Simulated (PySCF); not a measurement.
## Which determinant of CdS lies lowest?

Unrestricted PBE0; basis Cd def2-SVP with ECP28, S def2-SVP; scalar-relativistic core potentials; PySCF 2.14. Outer shells of the fragments: Cd 4d10 5s2; S 3s2 3p4.

Followed along the bond (rough minima from three points):

| 2Ms+1 | unpaired | ⟨S²⟩ at the start | R at minimum (Å) | Te (eV) |
| --- | --- | --- | --- | --- |
| 1 | none | 0.00 | 2.25 | 0.00 |
| 3 | σ ↑, π ↑ | 2.01 | 2.48 | 0.00 |
| 1 | σ ↓, π ↑ | 1.01 | 2.46 | 0.13 |

Solutions found at the starting distance of 2.385 Å, counted from the lowest of them; the search is not exhaustive and high or unbound solutions are not listed, so other states can lie among these:

```
2Ms+1  unpaired   term  E (eV)  ⟨S²⟩  ⟨Lz²⟩  μ (D)
    3  σ ↑, π ↑     ³Π    0.00  2.01   1.01  -1.97
    1      none    ¹Σ⁺    0.09  0.00   0.00  -5.70
    1  σ ↓, π ↑  mixed    0.13  1.01   1.01  -2.08
    3      σ ↑↑    ³Σ⁺    1.97  2.01   0.00  -3.59
    3      π ↑↑    ³Σ⁻    2.28  2.01   0.00   3.83
    1      π ↑↓  mixed    2.71  1.01   2.02   3.80
```

A term symbol is given only where ⟨S²⟩ and ⟨Lz²⟩ are close to those of a pure state; real π, δ and φ orbitals otherwise mix terms. A positive dipole means Cd(−)S(+).

Q: Compare the gap between the two lowest followed solutions at the starting distance with the gap between their minima.

A: At PBE0 the second solution (triplet, unpaired electrons σ ↑, π ↑) lies -0.09 eV from the first (singlet, closed shell) at 2.385 Å and +0.00 eV at the minima; the two curves relax by different amounts, since their minima lie near 2.48 and 2.25 Å. A gap this small is a tie at this level.

Counting both spins, an empty level lies below a filled one in some of these solutions, because spin and occupation are held.
